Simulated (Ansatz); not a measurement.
`O=C[SiH](F)[SiH3]` + `CB(C)N` → `CB(C)N[SiH3]` + `O=C[SiH2]F`  (cleavage of the Si–Si bond)

Gas-phase electronic energies from Ansatz, PBE0-D4/def2-TZVP geometries. CBS: MP2 limit from def2 TZ/QZ plus the TZ coupled-cluster correction, frozen cores. DFT in def2-TZVPP. Each species was taken in one conformer, which may not be the lowest.

`O=C[SiH](F)[SiH3]`:

```xyz
10

O     1.665   -0.554   -1.720
C     1.795   -0.122   -0.601
Si    0.404   -0.433    0.686
F     0.816    0.276    2.068
Si   -1.617    0.435   -0.125
H     2.711    0.454   -0.329
H     0.344   -1.900    0.917
H    -1.967   -0.278   -1.379
H    -2.691    0.236    0.883
H    -1.460    1.887   -0.399
```

`CB(C)N`:

```xyz
12

C     0.792   -0.408   -1.198
B    -0.130   -0.129    0.051
C     0.015    1.206    0.880
N    -1.088   -1.075    0.429
H     0.599   -1.364   -1.693
H     0.676    0.383   -1.947
H     1.848   -0.390   -0.910
H    -0.135    2.079    0.236
H    -0.680    1.290    1.720
H     1.031    1.303    1.278
H    -1.225   -1.943   -0.061
H    -1.703   -0.952    1.215
```

`CB(C)N[SiH3]`:

Z-matrix (Å, degrees):
```
C
B 1 1.576
H 1 1.096 2 109.8
H 1 1.095 2 111.2 3 -116.4
H 1 1.094 2 114.4 3 120.9
C 2 1.578 1 120.0 3 66.7
N 2 1.415 1 120.0 3 -113.7
H 6 1.094 2 115.5 1 -168.2
H 6 1.094 2 111.2 1 -45.1
H 6 1.097 2 109.2 1 71.2
Si 7 1.739 2 127.6 1 179.6
H 7 1.010 2 116.6 1 -1.0
H 11 1.486 7 107.1 2 179.2
H 11 1.486 7 111.8 2 -61.4
H 11 1.486 7 111.8 2 59.9
```

`O=C[SiH2]F`:

Z-matrix (Å, degrees):
```
Si
C 1 1.917
F 1 1.600 2 109.7
H 1 1.480 2 108.6 3 -119.1
H 1 1.480 2 108.7 3 119.2
O 2 1.206 1 117.9 3 -180.0
H 2 1.115 1 122.0 3 -0.0
```

```tsv
level	ΔE (kJ/mol)
r2SCAN-D4	-31.6
B2PLYP	-41.3
PBE	-15.9
HF/def2-TZVPP	-54.9
SCS-MP2/def2-TZVPP	-52.9
HF/def2-QZVPP	-56.2
MP2/def2-QZVPP	-51.1
HF/CBS(def2)	-56.4
```

What does CCSD(T)/CBS give? (Estimate.)

Computed: -42.1 kJ/mol. The listed levels differ from it by 10.5, 0.8, 26.2, -12.8, -10.8, -14.1, -9.0, -14.3 kJ/mol.

Largest T1 diagnostic among the species: 0.015.

From PBE to PBE0 (25 % exact exchange), in def2-TZVPP and without D4, ΔE moves by −8.1 kJ/mol. In def2-TZVPP, CCSD(T) changes the Hartree–Fock value by +12.1 kJ/mol (the triples alone add +1.6 kJ/mol) and MP2 by +3.9 kJ/mol.
